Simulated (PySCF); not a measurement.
An unknown shows these calculated signals:

$^{1}$H NMR (400 MHz, computed): δ 2.64 (m, 2H), 1.88 (s, 3H), 1.79 (s, 3H), 1.70 (s, 3H).

$^{13}$C{$^{1}$H} NMR (computed): δ 140.5 (C), 136.9 (C), 125.3 (C), 42.5 (CH2), 24.6 (CH3), 22.7 (CH3), 22.7 (CH3).

PySCF 2.14 calculation with structure optimised with PBE0-D3(BJ)/def2-SVP and GIAO PBE/pcSseg-1 shieldings; averaged over atoms made equivalent by symmetry, fast rotation or ring inversion, isolated molecule, relativity neglected, one conformer.

Scale: TMS for $^{1}$H and $^{13}$C (reference shieldings calculated alike).

Question: Which of these does the molecule contain: a non-aromatic C=C double bond, an aldehyde, a C≡C triple bond, a CF3 group, an S-methyl group?

Answer: 
- A non-aromatic C=C double bond: yes.
- An aldehyde: no.
- A C≡C triple bond: no.
- A CF3 group: yes (δC 136.9).
- An S-methyl group: no.

The data belong to `CC(C)=C(C)CC(F)(F)F`, C7H11F3; they needn't prove each group on their own.

Carbon signals by region: 3 in the sp2 and nitrile region (100–160 ppm), 4 below 50 ppm.

Splittings by $^{19}$F in the carbon and heteronuclear signals aren't shown, as no couplings were computed. Shifts are as computed. Against solution values, carbons near 30 ppm lie about +2 ppm off and those near 130 ppm about +2 ppm. Of 1211 compounds with measured shifts, 218 miss one by over three times the rms of a fit or turn the order of signals round; such compounds aren't used in these exercises. Multiplicities follow the n + 1 count of equivalent neighbours, as no J values were calculated; m marks all less simple cases, F and P coupling included.
